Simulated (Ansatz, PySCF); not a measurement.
Gas-phase reaction in SMILES: S (H2S) → [SH-] + H+
Structures are relaxed separately at B3LYP-D3(BJ)/def2-TZVP in Ansatz (a first-principles code).

Quantity: gas-phase deprotonation energy (enthalpy at 298 K, with B3LYP-D3(BJ) rigid-rotor harmonic-oscillator terms from PySCF), in kcal/mol. Correlated levels leave the core frozen unless marked. Spin-orbit coupling is left out. Non-relativistic. Anions need diffuse functions: aug- sets have them; def2-D sets add few; the other sets have none. Basis-set limits of correlation are two-point, X^-3; Hartree-Fock from the larger set.

CCSD(T)/CBS(aug-cc-pV(T+d)Z,aug-cc-pV(Q+d)Z) (Ansatz) gives 350.9 kcal/mol.

Problem. Another calculation gave 351.3 kcal/mol. Which level was it?
A. SVWN5/def2-TZVPD (Ansatz)
B. LC-wPBE/def2-TZVPD (Ansatz)
C. HSE06/def2-TZVPD (Ansatz)
D. BLYP/def2-TZVPD (Ansatz)

Solution. C, HSE06/def2-TZVPD (Ansatz). The others give 353.9 (LC-wPBE), 348.6 (BLYP), 342.4 (SVWN5) kcal/mol.
